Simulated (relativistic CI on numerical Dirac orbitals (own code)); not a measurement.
## Cr4+: L-alpha,beta X-ray emission

Computed with this model: Dirac-Coulomb-Breit CI, separate exchange-only KLI orbitals for each configuration, QED by a radiative potential, valence Slater integrals scaled by 0.8, multiplet model of X-ray emission after core ionisation; configurations [Ar] 3d2 → [He] 2s2 2p5 3s2 3p6 3d2 → [Ar] 3d; 300 K; Lorentzian 0.84 eV and Gaussian 0.5 eV FWHM. Energies are those of the free ion, without screening or charge transfer. S is read from ⟨S²⟩ = S(S + 1).

Field parameters in Wybourne normalisation: Td as Oh with Dq negative (B⁴₀ = 21Dq, B⁴₄ = √(5/14) B⁴₀). The field is a parameter set, without covalency.

free ion: ground-state S = 1.00, centroid 594.00 eV. Peaks (eV, height): 584.4 (6), 588.1 (17), 589.1 (19), 593.2 (59), 596.8 (100).

Td, 10Dq = -2200 cm⁻¹: ground-state S = 1.00, centroid 593.45 eV. Peaks (eV, height): 584.6 (8), 589.1 (39), 593.2 (45), 596.6 (100).

Td, 10Dq = -6150 cm⁻¹: ground-state S = 1.00, centroid 592.81 eV. Peaks (eV, height): 584.2 (8), 588.9 (56), 592.5 (72), 596.8 (100).

Td, 10Dq = -10050 cm⁻¹: ground-state S = 1.00, centroid 591.44 eV. Peaks (eV, height): 583.8 (22), 588.9 (42), 592.3 (100), 595.8 (23), 596.9 (40).

Td, 10Dq = -13950 cm⁻¹: ground-state S = 1.00, centroid 591.05 eV. Peaks (eV, height): 583.6 (28), 589.1 (36), 592.3 (100), 595.2 (14), 597.1 (27).

Td, 10Dq = -17850 cm⁻¹: ground-state S = 1.00, centroid 590.50 eV. Peaks (eV, height): 583.4 (29), 589.7 (51), 592.1 (100), 594.9 (12), 597.2 (13).

Strongest unbroadened transitions for Td, 10Dq = -6150 cm⁻¹:

| Energy (eV) | Relative strength |
| --- | --- |
| 588.13 | 6.2 |
| 588.31 | 8.1 |
| 588.62 | 10.9 |
| 588.94 | 42.1 |
| 589.43 | 11.7 |
| 591.64 | 6.8 |
| 592.06 | 16.3 |
| 592.39 | 43.2 |
| 592.81 | 28.1 |
| 593.12 | 9.7 |
| 593.24 | 11.6 |
| 593.86 | 16.0 |
| 596.02 | 5.2 |
| 596.07 | 17.0 |
| 596.60 | 8.5 |
| 596.67 | 6.3 |
| 596.77 | 7.6 |
| 596.81 | 100.0 |
